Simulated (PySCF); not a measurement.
# Electric field gradients and quadrupole coupling constants

Compound: C₄H₂F₃NO.
SMILES with atom numbers: `[N:1]#[C:2][C@@:3]1([F:4])[O:5][C@H:6]1[CH:7]([F:8])[F:9]` (hydrogens: H10 on C6; H11 on C7)

Field gradients from the PBE0/pcSseg-1 density (PySCF, non-relativistic), principal values in atomic units, ordered |Vxx| ≤ |Vyy| ≤ |Vzz|:

```
atom     Vxx     Vyy      Vzz
  N1  0.4622  0.5930  -1.0551
  O5  1.0183  1.0454  -2.0637
```

**Question.** Find the asymmetry η = (Vxx − Vyy)/Vzz and the couplings χ = eQV/h (234.96 MHz × Q in barn × V in au), with Q(14N) = 0.02044 b, Q(17O) = −0.0256 b.

**Answer.** 
```csv
atom,environment,nucleus,η,χzz (MHz),χxx (MHz),χyy (MHz)
N1,nitrile nitrogen,14N,0.12,-5.07,2.22,2.85
O5,epoxide oxygen,17O,0.01,12.41,-6.13,-6.29
```

The gradient is axial or nearly so (η below 0.05) at O5. 

**Question.** What is Vzz at N1 in SI units (1 au = 9.71736 × 10²¹ V/m²)?

**Answer.** -1.0551 au = -10.253 × 10²¹ V/m².

**Question.** And the gradient at the other heavy atoms, for which no coupling is worked out here?

**Answer.** 
```
atom                 environment  Vzz (au)     η
  C2              nitrile carbon    -0.315  0.05
  C3              sp3 C–F carbon    -0.398  0.82
  F4              alkyl fluorine     3.131  0.05
  C6  sp3 carbon bound to oxygen     0.332  0.43
  C7                 CHF2 carbon    -0.487  0.79
  F8     fluorine of a CF2 group     2.971  0.09
  F9     fluorine of a CF2 group     2.958  0.10
```

Were the hydrogens deuterons (Q(2H) = 0.00286 b), χzz would run from 175 kHz (H11) to 201 kHz (H10).

The structure is a single GFN2-xTB conformer in the gas phase; no vibrational or solvent corrections. GFN2-xTB bond lengths can be off by several hundredths of an ångström, more for odd bonds, and the gradients follow them. These gradients aren't converged with respect to the basis.

The values belong to the conformer `[N:1]#[C:2][C@@:3]1([F:4])[O:5][C@H:6]1[CH:7]([F:8])[F:9]`: O5–C6–C7–F8 139°.
